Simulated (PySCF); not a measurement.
HgF4, SMILES [F][Hg]([F])([F])[F].

The structure is a stationary point at B3LYP-D3(BJ)/def2-SVP. The def2 effective core potentials stand for the cores of Hg; spin–orbit coupling is left out.

Computed with C-PCM-B3LYP/def2-SVP (PySCF).

The values are the electrostatic part of the solvation free energy, E(continuum) − E(gas) at the gas-phase geometry, in a cavity of scaled van der Waals radii (PySCF's table); cavitation and dispersion terms are not included. A continuum can't describe solvent molecules that bind to the metal. In vacuum the orbital gap is 4.33 eV. The dipole moment in vacuum is 0.00 D.

Estimate the values in water (ε = 78.36), benzene (ε = 2.27), chloroform (ε = 4.71). (The exact figures need the calculation; the answer reports its results.)


| solvent | ε | ΔG(elec) (kcal/mol) | dipole (D) | gap (eV) |
|---|---|---|---|---|
| water | 78.36 | -15.5 | 0.00 | 4.37 |
| benzene | 2.27 | -8.4 | 0.00 | 4.35 |
| chloroform | 4.71 | -12.1 | 0.00 | 4.36 |
